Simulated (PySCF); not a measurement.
Calculation: TPSSh-D3(BJ)/def2-TZVP // CAM-B3LYP-D3(BJ)/def2-TZVP (PySCF 2.14.0). Isolated molecules, 0 K electronic values unless said otherwise. Excitations are Tamm–Dancoff values on a coarser integration grid. The basis has no diffuse functions, so Rydberg states are missing or too high.

Reference species (SMILES): `IB(I)I` (neutral, multiplicity 1).

```
Quantity                Value
-------------------  --------
S1–T1 gap (TDA)       0.15 eV
T1 excitation (TDA)   3.27 eV
HOMO                 -6.80 eV
LUMO                 -2.88 eV
```

Changed species: `B(I)I` (1 of 3 I replaced by H; the reference has 0 of 3 I replaced by H).

**Question.** What does the change do to the S1–T1 gap (TDA), T1 excitation (TDA), HOMO and LUMO?

**Answer.** the S1–T1 gap (TDA) goes up by 0.02 eV, to 0.17 eV; the T1 excitation (TDA) rises by 0.35 eV, to 3.62 eV; the HOMO falls by 0.25 eV, to -7.05 eV; the LUMO rises by 0.15 eV, to -2.73 eV.
